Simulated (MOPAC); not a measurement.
MOPAC input (MNDO):

```
MNDO PRECISE GNORM=0.05 LET XYZ GEO-OK AUX(PRECISION=9) THREADS=1
CH3N

C    -0.55605097 1    0.18033122 1    0.03102555 1
N     0.60071743 1   -0.32134114 1   -0.04481058 1
H    -1.42101256 1   -0.48252082 1   -0.00491200 1
H    -0.76996694 1    1.24934935 1    0.13218350 1
H     1.32226330 1    0.40057215 1    0.00024922 1
```

From the output:

```
                                                       MOPAC v23.2.5 Linux

          FINAL HEAT OF FORMATION =         19.71648 KCAL/MOL =      82.49376 KJ/MOL

          COSMO AREA              =         65.90 SQUARE ANGSTROMS
          COSMO VOLUME            =         47.49 CUBIC ANGSTROMS

          GRADIENT NORM           =          0.02498          =       0.01117 PER ATOM
          IONIZATION POTENTIAL    =         11.196938 EV
          HOMO LUMO ENERGIES (EV) =        -11.197  1.167
          NO. OF FILLED LEVELS    =          6
          MOLECULAR WEIGHT        =         29.0414         POINT GROUP:  Cs

          MOLECULAR DIMENSIONS (Angstroms)

            Atom       Atom       Distance
            H     5    H     3     2.91458
            H     4    N     2     1.91987
            N     2    C     1     0.00000

          SCF CALCULATIONS        =         16

   ATOM   CHEMICAL          X               Y               Z
  NUMBER   SYMBOL      (ANGSTROMS)     (ANGSTROMS)     (ANGSTROMS)

     1       C         -0.56254764  *   0.18690746  *   0.03178695  *
     2       N          0.61398622  *  -0.31687012  *  -0.04476780  *
     3       H         -1.43338092  *  -0.47829032  *  -0.00420232  *
     4       H         -0.82120843  *   1.24896884  *   0.13352540  *
     5       H          1.35883604  *   0.35735315  *  -0.00459025  *

                             CARTESIAN COORDINATES

   1    C       -0.562547644     0.186907456     0.031786946
   2    N        0.613986221    -0.316870120    -0.044767797
   3    H       -1.433380916    -0.478290322    -0.004202318
   4    H       -0.821208434     1.248968838     0.133525398
   5    H        1.358836038     0.357353153    -0.004590251

           Empirical Formula: C H3 N  =     5 atoms

      MOLECULAR POINT GROUP   :   Cs

                  EIGENVALUES
 -36.90125 -23.99646 -17.69618 -15.06444 -12.12535 -11.19694   1.16687   3.56838
   4.26512   5.17836   7.08688

              NET ATOMIC CHARGES AND DIPOLE CONTRIBUTIONS

  ATOM NO.   TYPE          CHARGE      No. of ELECS.   s-Pop       p-Pop
    1          C           0.068561        3.9314     1.25570     2.67574
    2          N          -0.239608        5.2396     1.72360     3.51601
    3          H           0.057934        0.9421     0.94207
    4          H           0.018171        0.9818     0.98183
    5          H           0.094943        0.9051     0.90506
 DIPOLE           X         Y         Z       TOTAL
 POINT-CHG.    -0.743     0.565     0.070     0.936
 HYBRID        -0.149     1.135     0.105     1.149
 SUM           -0.891     1.700     0.176     1.927

          ATOMIC ORBITAL ELECTRON POPULATIONS

     Atom    s        px        py        pz
    1  C   1.25570   0.92067   0.89568   0.85939
    2  N   1.72360   1.01348   1.35983   1.14271
    3  H   0.94207
    4  H   0.98183
    5  H   0.90506

 **********************
 *                    *
 * JOB ENDED NORMALLY *
 *                    *
 **********************

 == MOPAC DONE ==
```

The geometry given is a B3LYP-D3(BJ)/def2-TZVP minimum.
